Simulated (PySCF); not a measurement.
# N³⁺ (nitrogen, charge +3) across methods

[He] 2s2, closed-shell 1S. All numbers are calculated (PySCF 2.14, no relativity, point nucleus, in aug-cc-pVDZ (4s3p2d, 23 functions)).

```csv
method,E (hartree),mean ε 1s (eV),mean ε 2s (eV),Σ⟨r²⟩ (bohr²),⟨S²⟩
LC-wPBE,-51.1300,-457.91,-73.445,3.081,0.000
PBE0,-51.1267,-462.61,-70.192,3.080,0.000
PBE,-51.1128,-451.85,-68.165,3.082,0.000
M06-L,-51.1825,-456.42,-68.575,3.034,0.000
r2SCAN,-51.1449,-456.44,-68.528,3.086,0.000
UHF,-51.06854,-494.23,-75.245,3.099,0.000
LDA,-50.7041,-448.03,-67.802,3.098,0.000
TPSSh,-51.1904,-458.97,-69.290,3.072,0.000
```

(1) Estimate the same row for BHandHLYP.

Answers

(1) E (hartree) = -51.1802; mean ε 1s (eV) = -474.16; mean ε 2s (eV) = -72.142; Σ⟨r²⟩ (bohr²) = 3.095; ⟨S²⟩ = 0.000.
